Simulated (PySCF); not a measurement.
**Core-level binding energies of PP3SSSe nortricyclane**

Species: PP3SSSe nortricyclane, P4S2Se.
Cartesian coordinates in Å at the PBE0-D3(BJ)/def2-SVP level; atoms count from 1:
```
atom  x, y, z in Å
P1     1.5789    0.3174    0.7306
S2     0.6909    1.8193   -0.4716
P3    -1.1462    0.9623   -1.0703
P4    -1.6714   -0.3931    0.6533
S5    -0.0611   -0.1248    1.9957
P6    -0.7373   -1.2494   -1.2099
Se7    1.4380   -1.4338   -0.6964
```

The calculation used delta-SCF UKS SCAN, pcX-2 on the ionised atom, pcseg-1 elsewhere, spin-free X2C (PySCF). These are vertical core ionisation energies against the vacuum level, from separate self-consistent calculations with and without the core hole.

Task: What binding energy does each computed site have?

Result: 
```tsv
atom(s)	environment	level	binding energy (eV)	2p1/2 (eV)	above the level's lowest (eV)	count
P1	phosphorus bonded to 2 S and Se	P 2p3/2	137.74	138.63	+0.93	1
P1	phosphorus bonded to 2 S and Se	P 1s	2151.45	–	+1.05	1
S2/S5	sulfur bonded to 2 P	S 1s	2477.33	–	0.00	2
P3/P4	phosphorus bonded to 2 P and S	P 2p3/2	136.92	137.81	+0.11	2
P3/P4	phosphorus bonded to 2 P and S	P 1s	2150.54	–	+0.14	2
P6	phosphorus bonded to 2 P and Se	P 2p3/2	136.81	137.70	0.00	1
P6	phosphorus bonded to 2 P and Se	P 1s	2150.40	–	0.00	1
```

Lowest listed P 1s: P6, bonded to Se and 2 P. Highest, 1.05 eV above it: P1, bonded to 2 S and Se. The widest gap between neighbouring values is 0.91 eV, between 2150.54 and 2151.45 eV.

Lowest listed P 2p3/2: P6, bonded to Se and 2 P. Highest, 0.93 eV above it: P1, bonded to 2 S and Se.

Task: What is the longest wavelength that can ionise P 1s of P6 vertically?

Result: λ = hc/E = 12398.42 eV Å / 2150.40 eV = 5.766 Å.

Task: Which effective nuclear charge Zeff reproduces each element's mean 1s value in the hydrogen-like formula E = 13.606 eV × Zeff²?

Result: P (Z = 15): mean 2150.7 eV, Zeff = 12.57, Z − Zeff = 2.43; S (Z = 16): mean 2477.3 eV, Zeff = 13.49, Z − Zeff = 2.51. Means run over the listed sites, weighted by atom count.

Atoms equivalent by their bonding share one computed value, that of the first of them. Not every level is listed. 2p3/2 and 2p1/2 are the ΔSCF energy of one spin-free 2p hole plus the eigenvalues of a spin–orbit and ligand-field matrix of the shell. 2p1/2 minus 2p3/2 (ligand field included): P 0.89 eV. No level of selenium is listed. The structure is a single PBE0-D3(BJ)/def2-SVP conformer in the gas phase; no vibrational or solvent corrections.
